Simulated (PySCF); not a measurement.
Species: C7H6.
Cartesian coordinates in Å at the PBE0-D3(BJ)/def2-SVP level; atoms count from 1:
```
atom  x, y, z in Å
C1     2.787   -0.167    0.929
C2     1.705   -0.606    0.602
C3     0.414   -1.144    0.223
C4     0.019   -1.284   -1.223
C5    -0.564   -0.317   -0.575
C6    -1.451    0.805   -0.469
C7    -1.581    1.514    0.661
H8     3.744    0.226    1.215
H9     0.015   -1.866    0.954
H10    0.208   -1.849   -2.131
H11   -2.027    1.067   -1.363
H12   -1.002    1.257    1.553
H13   -2.259    2.368    0.722
```

Level: CAM-B3LYP/def2-SVPD in PySCF, non-relativistic, on one gas-phase PBE0-D3(BJ)/def2-SVP geometry that isn't relaxed in the solvent. The solvent is an IEF-PCM continuum (van der Waals radii × 1.2). Only the electrostatic response of the medium enters.

Gas phase at CAM-B3LYP/def2-SVPD: HOMO -8.27 eV, LUMO -0.27 eV, dipole 1.33 D.

Task: What does the continuum do to the energy, the frontier levels and the dipole at CAM-B3LYP/def2-SVPD in benzene and chloroform?

Result: 
| solvent | ε | E(solvent) − E(gas) (kcal/mol) | polarisation term (kcal/mol) | distortion of the solute (kcal/mol) | HOMO (eV) | LUMO (eV) | dipole (D) |
| --- | --- | --- | --- | --- | --- | --- | --- |
| benzene | 2.271 | -1.96 | -2.07 | 0.11 | -8.23 | -0.21 | 1.51 |
| chloroform | 4.711 | -3.14 | -3.43 | 0.29 | -8.23 | -0.19 | 1.61 |

Polarisation term: ½ Σ q·V over the induced surface charges. Distortion: the rise of the solute's own energy as its density leaves the gas-phase optimum. From benzene to chloroform the lowering changes by a factor 1.61, Onsager's factor (ε − 1)/(2ε + 1) by 1.55 and ε itself by 2.1.

Task: Which radius a makes the point-dipole formula ΔE = −[(ε − 1)/(2ε + 1)]·μ²/a³ give the value in chloroform, with the gas-phase dipole?

Result: μ = 0.524 au and |ΔE| = 0.00501 Eh give a = 1.43 Å; the farthest nucleus lies 3.92 Å from the centroid of the nuclei, so such a sphere wouldn't even hold the nuclei. The formula assumes a rigid point dipole at the centre of a sphere.

Task: Give the dipole vector in the frame of the coordinates (D, pointing from negative to positive charge), gas and chloroform.

Result: Gas (-1.15, 0.37, -0.55), solvent (-1.41, 0.41, -0.66). Its length changes by +21 % and its direction by 2°.

Task: How does the static polarisability (CAM-B3LYP/def2-SVPD, frozen core, with the continuum's full static response) change?

Result: 
```
    medium  isotropic (au)  principal values (au)  ⟨r²⟩ of the electrons (bohr²)
       gas            82.7      58.0, 89.9, 100.3                          820.8
   benzene            95.0     65.9, 103.6, 115.5                          820.2
chloroform           103.3     72.1, 112.1, 125.6                          819.7
```

The isotropic value in chloroform is 1.25 times the gas-phase one; no cavity-field correction is applied. ⟨r²⟩ is taken about the centre of nuclear charge.

Time: 18 s wall; peak memory 0.91 GiB. Hardware: one thread, AMD EPYC 7R13 (x86_64), no GPU, shared host with 48 logical CPUs at a one-minute load of 7.1. This is the whole response run at CAM-B3LYP/def2-SVPD in chloroform, SCF included.
